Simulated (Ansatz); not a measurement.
Basis-set extrapolation for `N#CB(F)F` (PBE0-D4/def2-TZVP geometry, frozen core, the Gaussian-basis code of Ansatz). Multiplicity 1, RHF reference.

```tsv
	def2-TZVPP	def2-QZVPP
HF	-316.141432	-316.155073
MP2 correlation	-0.913631	-0.989835
CCSD(T) correlation	-0.951606	not run
```

Energies in hartree. Use E(X) = E(∞) + A·exp(−7.88·√X) for Hartree–Fock and E(X) = E(∞) + B·X^(−2.97) for correlation, with X = 3 and 4, and add CCSD(T) minus MP2 of the smaller set to the MP2 limit.

Q: What is the CCSD(T) energy at the basis-set limit?

A: HF limit: -316.155073 + (-0.013641) × 0.13774 = -316.15695. MP2 limit: -0.989835 + (-0.076204) × 0.74074 = -1.04628. Higher-order term: -0.951606 − (-0.913631) = -0.03797. Total: -317.24120 hartree, 93.0 kcal/mol below CCSD(T)/def2-TZVPP.
